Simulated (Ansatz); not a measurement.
This geometry of C2H11NSi2 (16 atoms, charge 0, multiplicity 1) is a first-order saddle point.

The calculation used Ansatz, RKS PBE-D4/6-31G*.

```xyz
16
Properties=species:S:1:pos:R:3
C -0.579 -2.272 -0.347
Si 0.764 -0.943 -0.243
C 0.032 0.808 -0.446
N 1.081 1.765 -0.711
Si -0.876 1.260 1.165
H -1.308 -2.168 0.475
H -1.128 -2.197 -1.301
H -0.140 -3.282 -0.286
H 1.518 -1.037 1.054
H 1.772 -1.132 -1.350
H -0.739 0.739 -1.255
H 0.997 2.733 -0.427
H 1.971 1.474 -1.098
H -0.007 1.032 2.366
H -1.233 2.723 1.134
H -2.149 0.473 1.316
```

(1) Which two structures does it join? (They come from a converged band through this point; their orientation in space is the band's.)

(2) How far does it lie above each of them?

Results:

(1) No bond is made or broken. The height of N4 over the plane of its neighbours goes from -0.39 to 0.41 Å.

First end point:

```xyz
16
Properties=species:S:1:pos:R:3
C -0.586 -2.247 -0.336
Si 0.799 -0.961 -0.221
C 0.105 0.810 -0.379
N 1.234 1.759 -0.492
Si -0.879 1.247 1.189
H -1.301 -2.138 0.497
H -1.145 -2.141 -1.281
H -0.176 -3.270 -0.298
H 1.553 -1.105 1.070
H 1.784 -1.159 -1.346
H -0.610 0.807 -1.238
H 0.881 2.712 -0.642
H 1.803 1.532 -1.318
H -0.086 0.972 2.431
H -1.243 2.708 1.168
H -2.157 0.453 1.239
```

Last end point:

```xyz
16
Properties=species:S:1:pos:R:3
C -0.577 -2.286 -0.301
Si 0.729 -0.915 -0.348
C 0.046 0.869 -0.409
N 1.119 1.897 -0.550
Si -1.008 1.346 1.101
H -1.199 -2.211 0.607
H -1.244 -2.226 -1.177
H -0.100 -3.281 -0.307
H 1.626 -1.001 0.860
H 1.621 -1.085 -1.552
H -0.627 0.962 -1.284
H 1.789 1.787 0.222
H 1.659 1.715 -1.407
H -0.110 1.477 2.299
H -1.719 2.650 0.894
H -2.026 0.279 1.396
```

(2) 0.211 eV above the first and 0.250 eV above the second. This is the barrier of this one path; another mechanism may lie lower.

Time of the run: 3.6 min on 2 threads of Intel(R) Xeon(R) Platinum 8375C CPU @ 2.90GHz (Ice Lake) (shared host), peak memory 0.19 GiB.
